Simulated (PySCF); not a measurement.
B(Me)(vinyl)(NH2) (C3H8BN), SMILES C=CB(C)N.

Geometry optimised at B3LYP-D3(BJ)/def2-SVP. The structure was generated by enumeration, and PubChem lists no compound with its InChIKey, so it may never have been made. The values are those of a single conformer.

Computed with PySCF 2.14.0 with B3LYP-D3(BJ)/def2-SVP.

Harmonic, unscaled wavenumbers; measured fundamentals usually lie a few per cent lower.

Computed vibrational spectrum:
| mode | ν (cm⁻¹) | IR (km/mol) | Raman (Å⁴/amu) | depolarisation | moving atoms (share of kinetic energy) |
|---|---|---|---|---|---|
| 1 | 86 | 0.7 | 6.4 | 0.75 | C 53 %, H 42 % |
| 2 | 122 | 1.5 | 0.1 | 0.75 | H 96 % |
| 3 | 215 | 0.7 | 2.9 | 0.64 | C 36 %, H 33 %, N 24 % |
| 4 | 307 | 2.5 | 2.3 | 0.64 | H 43 %, C 35 %, N 13 %, B 8 % |
| 5 | 351 | 6.3 | 1.7 | 0.75 | H 52 %, B 21 %, C 15 %, N 12 % |
| 6 | 476 | 8.9 | 1.5 | 0.44 | H 46 %, C 32 %, B 20 % |
| 7 | 544 | 138.2 | 0.7 | 0.75 | H 77 %, N 20 % |
| 8 | 563 | 0.6 | 2.9 | 0.38 | H 76 %, C 22 % |
| 9 | 681 | 11.7 | 4.8 | 0.54 | H 70 %, C 17 %, B 10 % |
| 10 | 716 | 0.9 | 5.4 | 0.07 | C 48 %, H 31 %, N 18 % |
| 11 | 848 | 2.6 | 1.7 | 0.24 | H 63 %, C 24 % |
| 12 | 866 | 0.0 | 1.1 | 0.64 | H 68 %, N 15 %, C 12 % |
| 13 | 896 | 17.3 | 0.9 | 0.63 | H 52 %, B 27 %, C 20 % |
| 14 | 976 | 28.9 | 0.6 | 0.73 | H 72 %, C 28 % |
| 15 | 1030 | 8.1 | 4.2 | 0.73 | H 77 %, C 18 % |
| 16 | 1055 | 7.3 | 1.2 | 0.53 | H 89 %, C 10 % |
| 17 | 1177 | 82.5 | 1.7 | 0.52 | B 48 %, H 41 % |
| 18 | 1299 | 0.6 | 7.7 | 0.37 | H 74 %, C 24 % |
| 19 | 1321 | 54.3 | 9.0 | 0.66 | H 58 %, C 25 %, B 15 % |
| 20 | 1375 | 79.7 | 13.9 | 0.48 | B 43 %, H 42 %, C 8 % |
| 21 | 1434 | 23.4 | 10.5 | 0.28 | H 85 %, C 12 % |
| 22 | 1440 | 11.5 | 21.4 | 0.68 | H 92 % |
| 23 | 1458 | 6.4 | 13.4 | 0.54 | H 81 %, B 13 % |
| 24 | 1600 | 136.8 | 5.3 | 0.75 | H 70 %, N 20 %, B 9 % |
| 25 | 1683 | 19.9 | 30.6 | 0.17 | C 84 %, H 14 % |
| 26 | 3012 | 6.2 | 147.7 | 0.00 | H 97 % |
| 27 | 3080 | 13.2 | 78.0 | 0.74 | H 91 %, C 9 % |
| 28 | 3100 | 33.3 | 80.1 | 0.75 | H 91 %, C 9 % |
| 29 | 3103 | 28.0 | 50.2 | 0.49 | H 94 % |
| 30 | 3112 | 5.6 | 181.7 | 0.19 | H 92 % |
| 31 | 3192 | 21.9 | 91.2 | 0.62 | H 89 %, C 11 % |
| 32 | 3583 | 19.6 | 129.4 | 0.12 | H 96 % |
| 33 | 3683 | 16.3 | 76.4 | 0.73 | H 91 %, N 9 % |
